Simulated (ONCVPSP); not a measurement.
**Configuration tests for antimony (Sb) (ONCV)**

| Quantity | Value |
| --- | --- |
| Element | Sb |
| Generator | ONCVPSP 4.0.1 |
| Type | optimised norm-conserving Vanderbilt (ONCV) |
| Functional | LDA (Perdew-Zunger) |
| Relativity | scalar-relativistic |
| Frozen core | [Kr] 4d10 |
| Valence charge | 5 |
| Reference configuration | 5s1.5 5p3.5 |
| Partial waves | 5s: rc 2.00 bohr, ncon 4, nbas 7, qcut 3.2 1/bohr, 2 projectors, debl 0.6 Ha; 5p: rc 2.05 bohr, ncon 3, nbas 7, qcut 3.3 1/bohr, 2 projectors, debl 1.3 Ha; d scattering state at 0.05 Ha: rc 2.25 bohr, ncon 4, nbas 9, qcut 3.8 1/bohr, 1 projector |
| Local potential | polynomial inside 1.55 bohr (lpopt 5, dvloc0 -1 Ha) |
| Core correction | Teter function, fcfact 4.25, rcfact 1.4 |

Energies are relative to the spin-unpolarised reference configuration 5s1.5 5p3.5; without spin polarisation the order of configurations can differ from experiment.

```tsv
valence configuration	charge	ΔE all-electron (eV)	error AE − PS (meV)
5s2 5p2	+1	4.446	-5.9
5s1 5p3	+1	13.264	-14
```

(1) What are ΔE and the potential's error for 5s2 5p3?

(2) What are ΔE and the potential's error for 5s2 5p1?

Note: ghosts flagged at negative energy: s at -17.2 eV; GHOST(+) flagged for p at 76.0 eV. A true bound ghost makes a file unfit for plane-wave use.

Results:

(1) ΔE = -4.075 eV all-electron; the error (AE − PS) is -0.5 meV.

(2) ΔE = 20.699 eV all-electron; the error (AE − PS) is -50 meV.
